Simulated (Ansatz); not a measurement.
Pulling on the As1–H2 bond in AsH (multiplicity 3 held). Energies count from the point at 1.536 Å.


Signs of static correlation in cc-pVTZ, with CASSCF(6,5), from Ansatz (an electronic-structure program) runs.

```csv
R (Å),T1 of restricted CCSD,⟨S²⟩ of UHF,largest double amplitude of restricted CCSD,weight of the CASSCF reference in MRCISD,CASSCF natural occupations
1.228,0.018,2.020,0.042,0.948,1.99 1.99 1.00 1.00 0.02
1.382,0.019,2.020,0.044,0.947,1.99 1.98 1.00 1.00 0.03
1.536,0.019,2.020,0.061,0.946,1.99 1.97 1.00 1.00 0.04
1.689,0.021,2.022,0.084,0.945,2.00 1.95 1.00 1.00 0.05
1.843,0.025,2.041,0.114,0.945,2.00 1.93 1.00 1.00 0.08
2.073,0.034,2.338,0.168,0.945,2.00 1.87 1.00 1.00 0.13
2.303,0.052,2.643,0.230,0.945,2.00 1.77 1.00 1.00 0.23
2.687,…,2.873,…,0.946,2.00 1.54 1.00 1.00 0.46
3.071,0.243,2.954,0.256,0.947,2.00 1.32 1.00 1.00 0.68
3.532,0.352,2.987,0.103,0.948,2.00 1.17 1.00 1.00 0.83
4.146,0.409,2.998,0.110,0.948,2.00 1.07 1.00 1.00 0.93
4.914,0.429,3.001,0.118,0.948,2.00 1.02 1.00 1.00 0.98
6.142,0.433,3.001,0.121,0.948,2.00 1.00 1.00 1.00 1.00
```

Task: Some entries are withheld; supply them.

Result: 
- 2.687, T1 of restricted CCSD: 0.118
- 2.687, largest double amplitude of restricted CCSD: 0.318

Doubts at one or more of the structures used: a restricted determinant that unrestricted orbitals would lower (RO-CCSD(T)/cc-pVTZ); T1 above 0.05 (RO-CCSD(T)/cc-pVTZ, U-CCSD(T)/cc-pVTZ); other coupled-cluster roots lie near (RO-CCSD(T)/cc-pVTZ); a spin-contaminated determinant (U-CCSD(T)/cc-pVTZ).
